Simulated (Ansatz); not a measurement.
Reaction (isomerisation): `BC1OC1=C` → `OCC1=CB1`

Isolated molecules relaxed with PBE0-D4/def2-TZVP in Ansatz; ΔE leaves out vibrations. CBS: MP2 limit from def2 TZ/QZ plus the TZ coupled-cluster correction, frozen cores. Each species was taken in one conformer, which may not be the lowest.

| level | ΔE (kcal/mol) |
| --- | --- |
| SCS-MP2/def2-TZVPP | -22.4 |
| CCSD(T)/def2-TZVPP | -22.1 |

Task: What does CCSD(T)/CBS give? (An estimate is asked.)

Result: The calculation gave: -23.3 kcal/mol. The listed levels differ from it by 0.9, 1.2 kcal/mol.

Largest T1 diagnostic among the species: 0.014.

From r2SCAN to r2SCAN0 (25 % exact exchange), in def2-TZVPP and without D4, ΔE moves by −3.3 kcal/mol. At CCSD(T), def2-SVP lies +0.9 kcal/mol from the extrapolated value and def2-TZVPP +1.2 kcal/mol. In def2-TZVPP, CCSD(T) changes the Hartree–Fock value by +4.5 kcal/mol (the triples alone add +1.2 kcal/mol) and MP2 by +2.9 kcal/mol.
